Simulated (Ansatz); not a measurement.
```yaml
crystal:
  periodic: [false, false, false]
  atoms:
    - {symbol: O, position_ang: [2.471801, 1.368308, -0.149808]}
    - {symbol: Al, position_ang: [1.474385, 0.110279, 0.345635]}
    - {symbol: Cl, position_ang: [2.313785, -1.379095, 1.524011]}
    - {symbol: O, position_ang: [-0.139633, 0.034736, -0.079818]}
    - {symbol: Si, position_ang: [-1.686982, -0.457173, -0.208267]}
    - {symbol: H, position_ang: [2.161480, 2.091812, -0.692148]}
    - {symbol: H, position_ang: [-2.535048, 0.692893, -0.616201]}
    - {symbol: H, position_ang: [-1.795078, -1.527035, -1.234351]}
    - {symbol: H, position_ang: [-2.176210, -0.981123, 1.093948]}
basis:
  gaussian: {orbitals: cc-pVTZ-PP}
hamiltonian: {xc: {name: wPBEh}}
output: {forces: true}
```

```sh
$ ansatz run in.yaml --threads 4 --pin off --events-out ev --progress --plain --max-ram 10444MiB
```

It prints (some lines left out):

```
Functional definition: wPBEh
Error: <dir> the basis set cc-pVTZ-PP has no functions for O
```

**Question.** What is wrong with this run?

**Answer.** The basis set is misnamed or doesn't suit the job. The input was rejected before any iteration.
